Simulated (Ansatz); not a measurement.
Two structures of GeSiPH9, singlet, reached by relaxing down either side of one saddle point (PBE0-D4/def2-TZVP). Energies are electronic, without zero-point energy. Computed with Ansatz 0.2.0 (basis: def2-TZVPP and def2-QZVPP); correlated methods freeze the cores. Filled d shells of the heavier atoms are correlated. The def2 sets are not built for correlating such inner shells, so the correlated values are less sure here. Extrapolation: Hartree–Fock as exp(−7.88 √X), correlation as X^−2.97. First:

| atom | x (Å) | y (Å) | z (Å) |
| --- | --- | --- | --- |
| Ge1 | -1.5733 | 0.0738 | 0.8763 |
| Si2 | 0.1368 | -1.5835 | 0.9177 |
| H3 | -2.6825 | -0.3059 | -0.1184 |
| H4 | -1.0201 | 1.4518 | 0.4730 |
| H5 | -2.2094 | 0.2189 | 2.2708 |
| H6 | 1.9811 | 1.5746 | -0.7238 |
| P7 | 1.1734 | 1.0007 | -1.7393 |
| H8 | -0.2235 | -2.6315 | 1.9114 |
| H9 | 0.2957 | -2.2233 | -0.4119 |
| H10 | 1.4305 | -0.9751 | 1.3267 |
| H11 | 2.1620 | 1.1708 | -2.7438 |
| H12 | 0.5293 | 2.2289 | -2.0387 |

Second:

| atom | x (Å) | y (Å) | z (Å) |
| --- | --- | --- | --- |
| Ge1 | -1.8359 | 1.2309 | -0.1869 |
| Si2 | 1.4894 | -1.6195 | 0.7240 |
| H3 | -3.0130 | 0.9092 | -1.1213 |
| H4 | -2.1379 | 2.5342 | 0.5697 |
| H5 | -1.6640 | 0.0861 | 0.8244 |
| H6 | 2.5204 | -1.1774 | -0.2487 |
| P7 | 0.0435 | 1.5869 | -1.5019 |
| H8 | 2.0156 | -2.7588 | 1.5180 |
| H9 | 0.2697 | -2.0472 | -0.0065 |
| H10 | 1.1525 | -0.4960 | 1.6342 |
| H11 | 0.2167 | 0.2091 | -1.8020 |
| H12 | 0.9430 | 1.5429 | -0.4032 |

(1) Which bonds change from the first to the second?

(2) Give the saddle point's structure and its height above each. (Judge from chemistry; the value comes from the calculation.)

T1 diagnostic: at most 0.016. The restricted Hartree–Fock reference is unstable towards an unrestricted one at one or more of these structures. The start structure is not quite a true minimum (one mode of 32i cm⁻¹).

Answers

(1) GeSiH₆ ([SiH3][GeH3]) + PH₃ → GePH₅ ([PH2][GeH3]) + SiH₄; bonds formed: Ge1–P7, Si2–H6; bonds broken: Ge1–Si2, H6–P7.

(2) The calculation gives: 331.6 kJ/mol above the first and 337.6 kJ/mol above the second (CCSD(T) at an estimated basis limit (MP2 extrapolated from triple and quadruple zeta, plus CCSD(T) − MP2 in triple zeta)).
| atom | x (Å) | y (Å) | z (Å) |
| --- | --- | --- | --- |
| Ge1 | -1.4762 | 0.3432 | 0.4226 |
| Si2 | 0.7206 | -1.1202 | 0.5508 |
| H3 | -2.4338 | -0.0111 | -0.7245 |
| H4 | -1.3670 | 1.8672 | 0.6261 |
| H5 | -2.0579 | -0.2568 | 1.7309 |
| H6 | 1.4294 | -0.3898 | -0.6739 |
| P7 | 0.4535 | 1.0276 | -1.4775 |
| H8 | 1.0746 | -2.2552 | 1.4746 |
| H9 | -0.1886 | -1.7952 | -0.4220 |
| H10 | 1.0357 | 0.0694 | 1.3932 |
| H11 | 1.5877 | 0.6343 | -2.2494 |
| H12 | 1.2221 | 1.8869 | -0.6509 |

Labels in which every atom is bracketed show which atoms are joined, not bond orders.

For scale, one of the runs: CCSD(T)/def2-TZVPP, 258 basis functions, launched by `ansatz run in.yaml --threads 8 --pin off --events-out ev --progress --plain --max-ram 19148MiB`. Time: 21 s of wall clock on 8 CPU threads of an Intel Xeon 6975P-C; the host was shared. Peak host memory: 5.9 GiB.
